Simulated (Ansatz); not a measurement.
`N[SiH2][SiH2]F` → `N[SiH3]` + `F[SiH]` at 600 K and 1 bar (silylene formation by 1,1-elimination).

Program: Ansatz. Geometries: PBE0-D4/def2-TZVP. ΔE: electronic, gas phase. CCSD(T)/CBS is the MP2 limit (def2-TZVPP, def2-QZVPP) plus CCSD(T) − MP2 in def2-TZVPP, frozen cores. This one scheme is used for every species. Each species was taken in one conformer, which may not be the lowest.

```tsv
species	CCSD(T)/CBS energy (Eh)	H − E (kJ/mol)	S (J/(mol·K))
`N[SiH2][SiH2]F`	-736.34029	228.2	444.4
`N[SiH3]`	-346.80422	170.6	320.8
`F[SiH]`	-389.46371	45.2	268.7
```

H − E and S are ideal-gas, rigid-rotor, harmonic terms from PBE0-D4/def2-TZVP, for one conformer and one mirror image of each species. 1 Eh = 2625.50 kJ/mol, R = 8.31446 J/(mol·K).

Q: By hand: ΔE, ΔH, ΔS and ΔG.

A: ΔE = (-346.80422) + (-389.46371) − (-736.34029) = 0.07236 Eh = 190.0 kJ/mol. Δ(H − E) = 170.6 + 45.2 − 228.2 = -12.4, so ΔH = 177.6 kJ/mol. ΔS = 320.8 + 268.7 − 444.4 = 145.1 J/(mol·K). ΔG = 177.6 − 600 × (145.1)/1000 = 90.5 kJ/mol.

Q: By hand: the equilibrium constant, and the temperature at which ΔG would vanish if ΔH and ΔS stayed fixed.

A: log₁₀ K = −ΔG/(RT ln 10) = -7.9. ΔG = 0 at ΔH/ΔS = 1224 K.

The number of gas molecules changes by +1, which sets the sign of ΔS. A doubt of 5 kJ/mol in ΔE shifts log₁₀ K by 0.4 here. Other conformers and mirror images would add mixing entropy, several J/(mol·K) or more a flexible species. Modes under 60 cm⁻¹, often nearly free rotors, make the harmonic entropy too high. These are equilibria of isolated gas molecules and say nothing of rates. Largest T1 diagnostic: 0.015 (customary marks: 0.02 for closed shells, 0.045 for open ones).
